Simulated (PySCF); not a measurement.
**Si(OH)₃: double against triple zeta**

Base calculation in PySCF with density fitting and no spin–orbit coupling, PBE0/def2-SVP (no relativity): doublet, C3, O–H 0.962 Å (×3), Si–O 1.660 Å (×3); H–O–Si 115.7° (×3), O–Si–O 108.1° (×3); wavenumbers 145 (×2), 256, 308 (×2), 393, 778 (×2), 787, 812, 947 (×2), 3922 (×2), 3929 cm⁻¹; dipole moment 1.81 D, polar-tensor charge of Si 1.45 e, atomisation energy (no zero-point energy) 2602 kJ/mol.

What changes on going to PBE0/def2-TZVP (no relativity)?

The point group stays the same. Changes: mean bond to Si -0.019 Å, highest wavenumber -14 cm⁻¹, lowest wavenumber +1 cm⁻¹, dipole moment -0.31 D, polar-tensor charge of Si +0.01 e, atomisation energy (no zero-point energy) +59 kJ/mol. The new structure has O–H 0.959 Å (×3), Si–O 1.641 Å (×3); H–O–Si 117.0° (×3), O–Si–O 108.3° (×3), with wavenumbers 146 (×2), 254, 310 (×2), 396, 793 (×2), 803, 822, 953 (×2), 3913 (×2), 3915 cm⁻¹. The larger basis shortens the bonds, as added polarisation functions usually do.

The structures come from searches over a few start shapes, so lower isomers are not excluded.
